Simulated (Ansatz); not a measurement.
Isolated molecules relaxed with PBE0-D4/def2-TZVP in Ansatz; ΔE leaves out vibrations. CBS: MP2 limit from def2 TZ/QZ plus the TZ coupled-cluster correction, frozen cores. This one scheme is used for every species. Functionals use def2-TZVPP. B3LYP here is the variant with VWN-RPA as its local correlation; programs differ in this. Elements past krypton have def2 core potentials. For I outer-core shells are correlated without core-valence functions, which leaves a few kJ/mol of doubt a bond. One conformer a species, not always the lowest.

Reaction (cleavage of the Si–Si bond): `O[SiH](I)[SiH2]F` + `O[Si](O)(O)O` → `O[Si](O)(O)O[SiH2]F` + `O[SiH2]I`

```json
{"level": "ωB97M-V", "ΔE (kcal/mol)": "-34.0"}
{"level": "B2PLYP", "ΔE (kcal/mol)": "-34.4"}
{"level": "r2SCAN", "ΔE (kcal/mol)": "-32.3"}
{"level": "B3LYP", "ΔE (kcal/mol)": "-33.3"}
{"level": "HF/def2-TZVPP", "ΔE (kcal/mol)": "-39.9"}
{"level": "MP2/def2-TZVPP", "ΔE (kcal/mol)": "-35.2"}
{"level": "HF/def2-QZVPP", "ΔE (kcal/mol)": "-40.7"}
{"level": "CCSD/CBS(def2)", "ΔE (kcal/mol)": "-34.3"}
```

**Question.** What does CCSD(T)/CBS give? (An estimate is asked.)

**Answer.** Ansatz gave: -33.4 kcal/mol. The listed levels differ from it by -0.6, -1.0, 1.1, 0.1, -6.5, -1.8, -7.3, -0.9 kcal/mol.

Largest T1 diagnostic among the species: 0.012.

In def2-TZVPP, CCSD(T) changes the Hartree–Fock value by +6.0 kcal/mol (the triples alone add +0.9 kcal/mol) and MP2 by +4.7 kcal/mol. From PBE to PBE0 (25 % exact exchange), in def2-TZVPP and without D4, ΔE moves by −2.4 kcal/mol.
